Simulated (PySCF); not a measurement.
Dipole response of Zn²⁺ (zinc, charge +2)

[Ar] 3d10, closed-shell 1S. Computed with PySCF 2.14 in aug-cc-pVTZ-DK, with scalar relativity by spin-free X2C-1e. Coupled (time-dependent) response in atomic units; α is the mean over directions.

```tsv
method	mean α (bohr³)	C₆ (like pair)	S(−4)
UHF	2.189	5.698	1.957
PBE	2.812	7.471	4.303
PBE0	2.600	6.877	3.347
revPBE	2.816	7.480	4.340
M06	2.696	7.174	3.560
```

S(−4) is the Cauchy moment in α(ω) = α(0) + S(−4) ω² + …

α(iu) at UHF:

```tsv
u (hartree)	α(iu) (bohr³)
0	2.189
0.0500	2.184
0.100	2.170
0.200	2.116
0.300	2.036
0.500	1.840
0.750	1.601
1.00	1.401
1.50	1.102
2.00	0.8896
3.00	0.6108
5.00	0.3379
```

For an ion, C₆ is the dispersion term alone; charge-induced terms of lower order in 1/R come first.
